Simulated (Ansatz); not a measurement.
`N=C[SiH](N)N`, relaxed with RKS PBE-D4/def2-SVP in the Gaussian-basis code of Ansatz from a rough embedded geometry. The force threshold is 0.03 eV/Å; the program also tests the step.

Total charge 0; spin multiplicity 1.

Start:

```xyz
12

N    -0.142   -0.523    2.014
C    -0.008   -1.158    0.957
Si   -0.188   -0.224   -0.638
N     1.344    0.308   -1.380
N    -0.797    1.349   -0.441
H     0.010   -1.192    2.870
H     0.228   -2.240    0.889
H    -0.931   -0.895   -1.730
H     1.040    0.934   -2.044
H     1.752    0.831   -0.621
H    -1.816    1.228   -0.363
H    -0.493    1.582    0.487
```

(1) By how much does the energy fall, and how many steps does the optimiser take? (Best estimate.)

(2) Which bonds change most? (Estimate.)

(3) Give the relaxed structure. (Estimate.)

Results:

(1) Ansatz gave: 111.35 kJ/mol, in 25 steps, 4 of them rejected.

(2) Computed: N1–H6 from 1.097 to 1.039 Å; N4–H9 from 0.963 to 1.021 Å; C2–Si3 from 1.856 to 1.914 Å; N1–C2 from 1.241 to 1.287 Å.

(3) The calculation gave: 
```xyz
12

N    -0.490   -0.701    2.047
C     0.133   -1.052    0.977
Si   -0.158   -0.042   -0.623
N     1.334    0.278   -1.455
N    -0.962    1.347    0.023
H    -0.256   -1.325    2.844
H     0.832   -1.929    0.946
H    -0.910   -0.916   -1.603
H     1.395    0.143   -2.465
H     1.951    1.031   -1.140
H    -1.551    1.973   -0.527
H    -1.319    1.193    0.976
```
